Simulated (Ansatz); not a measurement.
NH2 (SMILES [NH2]), charge 0, multiplicity 2, relaxed at each level with Ansatz (a first-principles code); harmonic frequencies from differences of analytic forces, average atomic masses, frozen cores. Open shells are unrestricted.

```
mode  PBE/def2-TZVPP (cm⁻¹)  r2SCAN/def2-TZVPP (cm⁻¹)  wB97X-V/def2-TZVPP (cm⁻¹)  MP2/cc-pVTZ (cm⁻¹)  CCSD(T)/cc-pVDZ (cm⁻¹)  CCSD(T)/cc-pVTZ (cm⁻¹)
----  ---------------------  ------------------------  -------------------------  ------------------  ----------------------  ----------------------
1                      1498                      1537                       1539                1559                    1564                     [?]
2                      3260                      3357                       3405                3447                    3318                     [?]
3                      3354                      3453                       3496                3551                    3415                     [?]
```

### Question
Modes are in rising order at each level. Complete the blanks.

### Answer

- 1, CCSD(T)/cc-pVTZ (cm⁻¹): 1558
- 2, CCSD(T)/cc-pVTZ (cm⁻¹): 3365
- 3, CCSD(T)/cc-pVTZ (cm⁻¹): 3458
